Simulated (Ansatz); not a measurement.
Start from `CC1(C)CCCC1` and change one atom or group to get `CC1CCCC1`.

Ansatz, PBE0-D4/def2-TZVP geometries, multiplicity 1. 

```csv
property,`CC1(C)CCCC1`
HOMO energy (PBE/def2-TZVPP) / eV,-7.13
HOMO–LUMO gap (PBE0/def2-TZVPP) / eV,9.44
LUMO energy (PBE0/def2-TZVPP) / eV,0.97
LUMO energy (PBE/def2-TZVPP) / eV,0.18
HOMO energy (PBE0/def2-TZVPP) / eV,-8.47
HOMO energy (B3LYP/def2-TZVPP) / eV,-8.28
```

Problem. Give the same properties after the change, and the shifts. (Best estimate.)

Solution. The calculation gave: 
```
                            property  `CC1CCCC1`  shift
   HOMO energy (PBE/def2-TZVPP) / eV       -7.28  -0.15
HOMO–LUMO gap (PBE0/def2-TZVPP) / eV        9.79   0.35
  LUMO energy (PBE0/def2-TZVPP) / eV        1.14   0.17
   LUMO energy (PBE/def2-TZVPP) / eV        0.34   0.16
  HOMO energy (PBE0/def2-TZVPP) / eV       -8.65  -0.18
 HOMO energy (B3LYP/def2-TZVPP) / eV       -8.48  -0.20
```

With PBE0 the HOMO falls by 0.18 eV and the LUMO rises by 0.17 eV, so the gap widens by about 0.35 eV. PBE moves the HOMO by -0.15 eV and ωB97M-V by -0.22 eV.

Positive LUMOs are unbound, so they and the gaps depend on the basis.

B3LYP here is the variant with VWN-RPA as its local correlation; programs differ in this.
